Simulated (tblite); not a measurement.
Species: C₅H₉NO₂.
Geometry (GFN2-xTB, Å), atoms numbered from 1 in this order:
```xyz
17
C5H9NO2 angstrom
C      2.515    0.366    0.428
O      1.835   -0.779   -0.034
C      0.518   -0.841    0.392
C     -0.433   -1.684   -0.372
C     -0.563   -0.178   -0.451
C     -1.691    0.468    0.270
N     -2.194    1.574   -0.339
O     -2.122    0.068    1.330
H      3.529    0.300    0.040
H      2.542    0.394    1.523
H      2.041    1.286    0.064
H      0.382   -0.769    1.469
H     -1.191   -2.209    0.188
H     -0.064   -2.194   -1.247
H     -0.243    0.292   -1.372
H     -1.889    1.879   -1.245
H     -2.979    2.038    0.085
```

Computed with GFN2-xTB (tblite): harmonic, unscaled wavenumbers at the GFN2-xTB geometry, gas phase. This tight-binding method is rough: wavenumbers can miss measured ones by several per cent, in bad cases by 10 to 20. One conformer, not necessarily the lowest.

Harmonic wavenumbers (cm⁻¹): 48.0, 92.9, 117.5, 156.9, 199.7, 251.8, 288.3, 374.2, 424.7, 470.0, 536.4, 592.3, 680.4, 814.2, 835.5, 931.6, 943.6, 998.9, 1035.6, 1056.4, 1066.6, 1080.4, 1095.9, 1131.1, 1133.0, 1200.8, 1209.6, 1256.7, 1314.8, 1369.2, 1402.9, 1445.1, 1455.9, 1466.9, 1487.1, 1742.9, 2911.0, 2931.6, 2974.4, 3031.2, 3056.4, 3097.8, 3123.0, 3476.0, 3550.6.

A = 3740, B = 1235, C = 1113 MHz; mass 115.063 u (most abundant isotopes); point group C1, symmetry number 1.

Q: What is the zero-point energy?

A: ½Σν̃ = 29930 cm⁻¹ = 85.57 kcal/mol.

Q: Give the ideal-gas entropy at 298.15 K and 1 bar in the rigid-rotor, harmonic-oscillator model (classical rotation).

A: Translation 40.16, rotation 28.53, vibration 25.02: S = 93.7 cal/(mol K).

Q: And Cp and H(298.15 K) − H(0)?

A: Cp = 34.22 cal/(mol K), of which vibrations give 26.27 (their classical limit is 45 R = 89.4); H(298.15 K) − H(0) = 6.33 kcal/mol without the zero-point energy, 3.96 from vibrations.

Q: How do the functions run with temperature in this model?

A: 
| T (K) | S (cal/(mol K)) | Cp (cal/(mol K)) | H − H(0) (kcal/mol) | G − H(0) (kcal/mol) | ln q(vib) |
| --- | --- | --- | --- | --- | --- |
| 50 | 57.0 | 12.4 | 0.48 | -2.37 | 0.41 |
| 100 | 67.2 | 17.4 | 1.23 | -5.49 | 1.42 |
| 373.15 | 102.1 | 40.9 | 9.15 | -28.95 | 7.58 |
| 500 | 115.5 | 50.7 | 14.98 | -42.77 | 10.41 |
| 750 | 138.9 | 64.4 | 29.51 | -74.64 | 15.83 |
| 1000 | 158.7 | 73.1 | 46.77 | -111.90 | 20.91 |

q(vib) and H(0) count from the zero-point level.

Q: Which modes carry the vibrational entropy at 298.15 K?

A: 48.0 cm⁻¹: 4.90; 92.9 cm⁻¹: 3.60; 117.5 cm⁻¹: 3.14; 156.9 cm⁻¹: 2.59; 199.7 cm⁻¹: 2.14; 251.8 cm⁻¹: 1.72 cal/(mol K); the other 39 give 6.94 together.

Q: What must be added to the electronic energy to get the Gibbs energy at 298.15 K and 1 bar?

A: ZPE + [H(298.15 K) − H(0)] − T·S = 85.57 + 6.33 − 27.94 = 63.96 kcal/mol.

Hindered rotation and anharmonicity are outside this model. Other conformers, if any are populated, would add a mixing term that is left out. The structure is chiral; the term R ln 2 for an equal mix with its mirror image is left out.

The run took 0.49 s on an Arm Neoverse V1 with one thread, shared host with 32 logical CPUs at a one-minute load of 23. The figure is for the frequency step alone.
